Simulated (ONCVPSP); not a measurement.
# caesium (Cs) ONCV: all-electron and pseudo phase curves

Cs (Z = 55), optimised norm-conserving Vanderbilt (ONCV), made with ONCVPSP 4.0.1 (LDA (Perdew-Wang 92), scalar-relativistic). Core [Kr] 4d10, reference 5s2 5p6 6s1. Waves: 5s+6s: rc 2.35 bohr, ncon 3, nbas 8, qcut 4.5 1/bohr, 2 projectors; 5p: rc 2.55 bohr, ncon 5, nbas 9, qcut 4.2 1/bohr, 2 projectors, debl 0.4 Ha; d scattering state at 0.29 Ha: rc 2.70 bohr, ncon 4, nbas 7, qcut 3.6 1/bohr, 3 projectors, debl 2.7 Ha. Local part: polynomial inside 2.35 bohr (lpopt 5, dvloc0 4 Ha). Core correction: Teter function, fcfact 5.25, rcfact 1.6.

In the p channel the program set the typed energies aside and used -0.500, 0.250 Ha. In the d channel the program set the typed energies aside and used 0.050, 2.750, 5.450 Ha.

The phase is arctan(r·R′/R) of the radial function R(r), unwrapped; energies in Ha, scanned from -2 to 5 Ha. A pole is an energy at which the radial function vanishes at the test radius. The pseudo phase is shifted by a multiple of π to meet the all-electron one at the reference energy, and phase errors are pseudo minus all-electron; the curves can meet again beyond the range given. Levels narrower than the energy grid can be missing from the lists of poles.

Task: For each channel, where are the poles, and over which energies does the pseudopotential scatter like the atom?

Result:

| channel | radius (bohr) | reference energy (Ha) | poles, all-electron | poles, pseudo | unbroken range about the reference energy with phases within 0.05 rad | phase error 1 Ha above the reference energy (rad) |
| --- | --- | --- | --- | --- | --- | --- |
| s | 2.39 | -0.08 | -0.54, 4.32 | -0.54, 1.98 | below 1.0 | -0.020 |
| p | 2.58 | -0.50 | -0.00, 4.07 | -0.00, 3.99 | the whole range | -0.000 |
| d | 2.74 | 0.05 | 0.94, 4.58 | 0.94, 4.58 | the whole range | -0.000 |

Note: no bound ghost flagged; GHOST(+) flagged for s at 53.2 eV.

Phases in the s channel:

```json
{"E (Ha)": "-1.98", "all-electron": "1.093", "pseudo": "1.093"}
{"E (Ha)": "-1.62", "all-electron": "0.752", "pseudo": "0.752"}
{"E (Ha)": "-1.26", "all-electron": "-0.610", "pseudo": "-0.610"}
{"E (Ha)": "-0.90", "all-electron": "-1.367", "pseudo": "-1.367"}
{"E (Ha)": "-0.54", "all-electron": "-1.572", "pseudo": "-1.572"}
{"E (Ha)": "-0.18", "all-electron": "-1.685", "pseudo": "-1.685"}
{"E (Ha)": "0.18", "all-electron": "-1.785", "pseudo": "-1.785"}
{"E (Ha)": "0.54", "all-electron": "-1.918", "pseudo": "-1.919"}
{"E (Ha)": "0.90", "all-electron": "-2.173", "pseudo": "-2.191"}
{"E (Ha)": "1.26", "all-electron": "-2.871", "pseudo": "-3.049"}
{"E (Ha)": "1.62", "all-electron": "-3.889", "pseudo": "-4.174"}
{"E (Ha)": "1.98", "all-electron": "-4.298", "pseudo": "-4.704"}
{"E (Ha)": "2.34", "all-electron": "-4.461", "pseudo": "-7.076"}
{"E (Ha)": "2.70", "all-electron": "-4.548", "pseudo": "-7.552"}
{"E (Ha)": "3.06", "all-electron": "-4.603", "pseudo": "-7.666"}
{"E (Ha)": "3.42", "all-electron": "-4.642", "pseudo": "-7.726"}
{"E (Ha)": "3.78", "all-electron": "-4.674", "pseudo": "-7.765"}
{"E (Ha)": "4.14", "all-electron": "-4.700", "pseudo": "-7.795"}
{"E (Ha)": "4.50", "all-electron": "-4.725", "pseudo": "-7.819"}
{"E (Ha)": "4.86", "all-electron": "-4.749", "pseudo": "-7.840"}
```
